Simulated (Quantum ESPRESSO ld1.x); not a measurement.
Problem. F+, configuration [He] 2p6 (not the ground configuration). Method: Dirac Kohn-Sham, BLYP, spin-unpolarised, spherical densities, point nucleus; computed with ld1.x of Quantum ESPRESSO 7.5. Some entries of the table are withheld. Estimate them.

| orbital | occ. | eigenvalue (Ry) | <r> (bohr) | <r^2> (bohr^2) |
|---|---|---|---|---|
| 1s1/2 | 2 | (1) | 0.1762 | 0.04191 |
| 2p1/2 | 2 | (2) | (3) | (4) |
| 2p3/2 | 4 | (5) | (6) | (7) |

Solution. 
(1) 1s1/2 eigenvalue (Ry): -50.3478
(2) 2p1/2 eigenvalue (Ry): -2.1024
(3) 2p1/2 <r> (bohr): 0.9872
(4) 2p1/2 <r^2> (bohr^2): 1.256
(5) 2p3/2 eigenvalue (Ry): -2.0969
(6) 2p3/2 <r> (bohr): 0.9889
(7) 2p3/2 <r^2> (bohr^2): 1.260
